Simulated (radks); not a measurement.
The numbers below are computed, except where a source is named.
Problem. Level of theory: scalar-relativistic Kohn-Sham, LDA (Slater exchange, VWN5 correlation), spin-polarised, spherical densities, finite nucleus; Fermi nuclear charge, rms radius of each element as measured or else 0.836 A^(1/3) + 0.57 fm (a radial shooting solver on a logarithmic mesh with Libxc functionals). Response by self-consistent Sternheimer equations with the Hartree and adiabatic LDA kernel, the relativistic mass of each level held fixed and spin-orbit coupling left out. Rank P5+, Mg2+, S6+, Ar8+, Ne, Cl7+, Al3+, Si4+ (NIST ground configurations) by static dipole polarisability, largest first.

Solution. Ne 3.055, Mg2+ 0.5134, Al3+ 0.2831, Si4+ 0.1713, P5+ 0.1105, S6+ 0.07490, Cl7+ 0.05270, Ar8+ 0.03823 bohr^3.
